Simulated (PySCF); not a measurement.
**ZnSi⁺: from constants to spectrum**

revPBE constants of ZnSi⁺, ²Π (doublet), unpaired electrons π ↑ (Zn def2-SVPD, Si def2-SVPD; no relativity (PySCF 2.14); masses 63.9291 and 27.9769 u):

```
ωe              : 238.5 cm⁻¹
ωexe            : 1.25 cm⁻¹
Be              : 0.13559 cm⁻¹
αe              : 0.00103 cm⁻¹
D (centrifugal) : 1.75e-07 cm⁻¹
De to Zn + Si⁺  : 2.17 eV
```

Task: Give the vibrational terms G(v) and spacings up to v = 6.

Result: G(v) = ωe(v+½) − ωexe(v+½)².

| v | G(v) (cm⁻¹) | G(v) − G(v−1) | Bv (cm⁻¹) |
| --- | --- | --- | --- |
| 0 | 118.9 |  | 0.1351 |
| 1 | 354.9 | 236.0 | 0.1340 |
| 2 | 588.4 | 233.5 | 0.1330 |
| 3 | 819.4 | 231.0 | 0.1320 |
| 4 | 1047.9 | 228.5 | 0.1310 |
| 5 | 1273.9 | 226.0 | 0.1299 |
| 6 | 1497.4 | 223.5 | 0.1289 |

Task: How well does the Morse estimate ωe²/(4ωexe) reproduce De, and what is D0?

Result: It gives 1.41 eV, 65 % of the computed De. D0 = De − G(0) = 2.17 − 0.01 = 2.16 eV.

For an ion De counts to the pair picked by the measured ionisation energies or electron affinities, which need not be the lowest pair at this level. The state is the lowest determinant that a PBE0 search found; another state may lie lower at other levels.
